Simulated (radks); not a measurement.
Ionisation of the terbium ion Tb+, [Xe] 4f9 6s1, to [Xe] 4f9 as the strength of local exchange is varied. Calculated with a radial shooting solver on a logarithmic mesh with Libxc functionals: scalar-relativistic Kohn-Sham, Slater X-alpha exchange (alpha = 2/3 is LDA exchange), no correlation, spin-polarised, spherical densities, point nucleus; open shells are filled with parallel spins first (spin-orbit coupling, left out, can overturn this in heavy ions).

| alpha | E(Tb+) (hartree) | exchange (hartree) | IE (eV) | -e of the level emptied (eV) | <r> of it (bohr) |
|---|---|---|---|---|---|
| 0.667 | -11694.8334 | -241.7846 | 11.318 | 8.739 (6s) | 3.754 |
| 0.7 | -11706.8486 | -254.0306 | 11.503 | 8.938 (6s) | 3.726 |
| 0.712 | -11711.2211 | -258.4902 | 11.570 | 9.011 (6s) | 3.716 |
| 0.783 | -11737.1279 | -284.9460 | 11.978 | 9.453 (6s) | 3.658 |
| 0.852 | -11762.3640 | -310.7714 | 12.384 | 9.895 (6s) | 3.603 |

NIST Atomic Spectra Database: 11.51 eV (semi-empirical). The Delta-SCF value meets it near alpha = 0.70. Open shells are spherical and high-spin; term and fine-structure splittings are not resolved. Spin-orbit splitting is averaged out at the scalar-relativistic level.
